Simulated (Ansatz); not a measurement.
`[OH][Ge]([OH])[F]` radical. Total charge 0; spin multiplicity 2.

```xyz
6

O    -1.014   -0.623   -1.019
Ge   -0.170    0.509    0.040
O     0.117   -0.441    1.499
F     1.381    0.888   -0.679
H    -1.079   -0.301   -1.924
H     0.764   -0.032    2.082
```

(1) What are the harmonic wavenumbers in cm⁻¹ at PBE0-D4/def2-TZVP (Ansatz, finite differences of forces, unscaled)? (Best estimate.)

(2) Is this a minimum?

(3) Give the ideal-gas thermochemistry at 298.15 K and 1 bar (rigid rotor, harmonic oscillator; point group Cs, symmetry number 1).

Answers

(1) The calculation gave: 33, 192, 234, 262, 270, 664, 705, 720, 875, 921, 3877, 3879.

(2) Yes, all 12 modes are real.

(3) Zero-point energy 75.6 kJ/mol; H(298) − E = 94.2 kJ/mol; entropy 340.3 J/(mol·K), of which translation 169.1, rotation 106.3, vibration 59.1, electronic 5.8; G(298) − E = -7.2 kJ/mol. Modes under 100 cm⁻¹ are hindered rotations or soft bends, so the harmonic entropy is rough.
